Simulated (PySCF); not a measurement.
From one molecule to another.

First species: C4H7F3OSi2.
SMILES: `C#C[SiH2][C@H]([SiH3])OC(F)(F)F`

Second species: C₅H₉F₃OSi.
SMILES: `CCO[C@@H]1[SiH2][C@@]1(F)C(F)F`

Levels: PBE0/pcSseg-1 for dipole moment, HOMO energy, LUMO energy and HOMO–LUMO gap; GFN2-xTB for rotational constant A and rotational constant C. Geometries: GFN2-xTB. Each species is one conformer at its optimised geometry, gas phase, non-relativistic unless stated; the electronic structure was computed with PySCF and density fitting.

Dipoles, sizes and rotational constants follow the conformer. The torsions of the flexible species, by atom-mapped SMILES:
- `[CH:1]#[C:2][SiH2:3][C@H:4]([SiH3:5])[O:6][C:7]([F:8])([F:9])[F:10]`: C2–Si3–C4–Si5 180°, Si3–C4–O6–C7 -129°, C4–O6–C7–F8 -179°
- `[CH3:1][CH2:2][O:3][C@@H:4]1[SiH2:5][C@@:6]1([F:7])[CH:8]([F:9])[F:10]`: C1–C2–O3–C4 180°, C2–O3–C4–Si5 155°, Si5–C6–C8–F9 -63°

```tsv
property	column X	column Y
dipole moment	1.38 D	2.43 D
HOMO energy	-7.24 eV	-8.25 eV
LUMO energy	-0.27 eV	-0.49 eV
HOMO–LUMO gap	6.97 eV	7.76 eV
rotational constant A	1.781 GHz	1.014 GHz
rotational constant C	0.620 GHz	0.520 GHz
```

Task: Which column belongs to which species?

Result: Column X is the second species and column Y the first. The first has 17 atoms and 94 electrons, the second 19 and 88.

Task: How does each property change from the first species to the second?

Result: dipole moment -1.05 D; HOMO energy +1.01 eV; LUMO energy +0.22 eV; HOMO–LUMO gap -0.79 eV; rotational constant A +0.767 GHz; rotational constant C +0.100 GHz.

On the first: In atomic units the dipole is 0.96 e·bohr (1 au = 2.5417 D). A dipole of 2.43 D is allowed in C1, and pure rotational transitions are dipole-allowed.

On the second: A dipole of 1.38 D is allowed in C1, and pure rotational transitions are dipole-allowed. The dipole matches unit charges of opposite sign 0.29 Å apart (1 e·Å = 4.8032 D).
